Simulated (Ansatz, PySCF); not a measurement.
The pair A = NH3 (SMILES N) (first 4 atoms), B = HBr (SMILES Br); geometry from B3LYP-D3(BJ)/def2-TZVP.
(charge 0, multiplicity 1):
| atom | x (Å) | y (Å) | z (Å) |
|---|---|---|---|
| N | 0.2635 | -0.0225 | 0.4461 |
| H | 1.1958 | 0.0311 | 0.0518 |
| H | -0.1763 | -0.8770 | 0.1234 |
| H | -0.2766 | 0.7669 | 0.1102 |
| Br | 0.4058 | 0.0116 | 3.6068 |
| H | 0.3377 | -0.0047 | 2.0949 |

Cores are frozen in the correlated methods. Filled d and f shells under p-block atoms count as core. Rows in 6-31G* carry no dispersion term and start afresh at each structure (6-31G* with six Cartesian d functions); the Pople sets are all-electron and without relativity. MP2/6-31G* freezes PySCF's default core, which leaves 3d correlated.

Programs: Ansatz (a quantum-chemistry and plane-wave program); PySCF for 6-31G* rows. Each number belongs to the level named beside it.

Total energies (hartree), monomers frozen at their geometry in the pair:

```csv
structure,B3LYP/def2-TZVPPD,MP2/6-31G*,CCSD(T)/aug-cc-pVDZ
AB,-2631.3932237,-2629.3215960,-2629.5639506
A in the pair's basis,-56.5903779,-56.3574654,-56.4268503
B in the pair's basis,-2574.7875110,-2572.9470073,-2573.1252827
A,-56.5901701,-56.3538860,-56.4250464
B,-2574.7873513,-2572.9458876,-2573.1239216
```

**Question.** Work out the interaction energy without and with the counterpoise correction, and the superposition error, for each level.

**Answer.** 
E(AB) − E(A) − E(B), times 627.509 kcal/mol, with the monomers in their own basis and then in the pair's basis:
- B3LYP/def2-TZVPPD: -9.85 uncorrected, -9.62 corrected; the monomers gain 0.23 kcal/mol from borrowed functions
- MP2/6-31G*: -13.69 uncorrected, -10.75 corrected; the monomers gain 2.95 kcal/mol from borrowed functions
- CCSD(T)/aug-cc-pVDZ: -9.40 uncorrected, -7.42 corrected; the monomers gain 1.99 kcal/mol from borrowed functions
